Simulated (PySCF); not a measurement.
Input for PySCF: R-B3LYP/6-31G* on BH3OS (SMILES OBS), a point of a torsion scan.

```python
from pyscf import gto, scf, dft, mp
from pyscf.data.elements import chemcore

mol = gto.M(
    atom='''
    O    -1.15383730   -0.65943592    0.05778859
    B    -0.13374584    0.19087787    0.12515881
    S     1.44755474   -0.47809564    0.69319982
    H    -2.01309683   -0.34038652   -0.21431754
    H    -0.18347303    1.31359524   -0.22920473
    H     2.22291040    0.35790595    0.01450442
    ''',
    basis='6-31g*',
    cart=True,
    charge=0, spin=0, verbose=3, max_memory=1800)
mf = dft.RKS(mol, xc='b3lyp')
mf.conv_tol = 1e-8
mf.max_cycle = 100
mf.kernel()
if not mf.converged:
    mf = mf.newton().run(mf.mo_coeff, mf.mo_occ)
```

It printed:

```
converged SCF energy = -500.131441382914
```

The run converged.

Cost: very roughly 7 core-seconds.
